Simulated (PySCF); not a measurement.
CH6OSi2. Atoms are numbered in the order given.

```xyz
10

O      2.3327     0.3869    -0.2546
C      1.5865     0.0821     0.6462
Si    -0.0561    -0.8959     0.3129
Si    -1.6412     0.6483    -0.4880
H      1.8191     0.3959     1.7051
H     -0.5312    -1.5240     1.5827
H      0.2212    -1.9462    -0.7067
H     -2.9370    -0.0344    -0.7740
H     -1.1243     1.2787    -1.7362
H     -1.8663     1.7078     0.5391
```
Charge 0, spin multiplicity 1.

Coordinates come from a B3LYP-D3(BJ)/def2-SVP optimisation. Other conformers were not sampled.

Calculation: CAM-B3LYP/def2-TZVP (PySCF).

ESP charges are fitted to the potential on shells at 1.4 to 2.0 van der Waals radii. Atomic charges (e):

```tsv
atom	IAO	ESP fit	Löwdin	Mulliken
O1	-0.37	-0.42	0.11	-0.24
C2	0.03	0.37	-0.40	0.01
Si3	0.44	0.13	0.20	0.18
Si4	0.35	0.17	0.14	0.10
H5	0.09	0.00	0.10	0.09
H6	-0.12	-0.07	-0.03	-0.03
H7	-0.10	-0.03	-0.02	-0.02
H8	-0.11	-0.05	-0.03	-0.03
H9	-0.10	-0.04	-0.03	-0.02
H10	-0.11	-0.06	-0.03	-0.03
```

Task: Give the Mayer and Wiberg (Löwdin basis) orders of the bonds. (Estimate from the structure and the level; the computed values follow.)

Result: 
| bond | Mayer | Wiberg |
|---|---|---|
| O1–C2 | 2.04 | 2.81 |
| C2–Si3 | 0.90 | 1.11 |
| Si3–Si4 | 0.95 | 1.13 |
| C2–H5 | 0.90 | 0.90 |
| Si3–H6 | 0.94 | 0.93 |
| Si3–H7 | 0.95 | 0.93 |
| Si4–H8 | 0.95 | 0.96 |
| Si4–H9 | 0.95 | 0.96 |
| Si4–H10 | 0.95 | 0.96 |
